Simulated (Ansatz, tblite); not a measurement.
Isomers of Ge$_{2}$H$_{4}$ (singlet), found by a short tight-binding search and relaxed with r2SCAN-D4/def2-TZVP in Ansatz.

The xTB rows come from tblite. Correlated methods freeze 18 core orbitals; core or outer-core shells of Ge are correlated, in sets that lack core-valence functions.

Other spin states weren't relaxed.

A:

```xyz
6

Ge    1.123    0.869    0.412
Ge   -1.023   -0.097   -1.063
H     0.962   -0.338    1.424
H    -1.174   -1.298   -0.044
H    -0.612    1.016    0.226
H     0.724   -0.152   -0.954
```

B:

```xyz
6

Ge    0.233   -1.482   -0.932
Ge   -0.010    0.755   -0.170
H     0.749   -0.557    0.619
H    -1.008    1.300    0.875
H    -1.123   -1.777   -0.152
H     1.159    1.761   -0.239
```

Task: Estimate their order by electronic energy at CCSD(T)/def2-TZVPP, counted from the lowest.

Result: B (0.00) < A (0.42), in eV.

Task: Do the other levels pick the same lowest one?

Result: Not GFN2-xTB. Energies above each level's lowest (eV):

| level | A | B |
| --- | --- | --- |
| GFN1-xTB | 0.44 | 0.00 |
| GFN2-xTB | 0.00 | 0.09 |
| HF/def2-TZVPP | 0.40 | 0.00 |
| PBE-D4/def2-TZVP | 0.32 | 0.00 |
| r2SCAN-D4/def2-TZVP | 0.40 | 0.00 |
| PBE0-D4/def2-TZVP | 0.38 | 0.00 |
| r2SCAN0-D4/def2-TZVP | 0.43 | 0.00 |
| PBE-QIDH/def2-TZVP | 0.48 | 0.00 |
| MP2/def2-TZVPP | 0.48 | 0.00 |
| CCSD/def2-TZVPP | 0.41 | 0.00 |
| CCSD(T)/def2-TZVPP | 0.42 | 0.00 |
Point groups (tolerance 0.1 Å): A C2v, B not assigned. Lower isomers may exist.
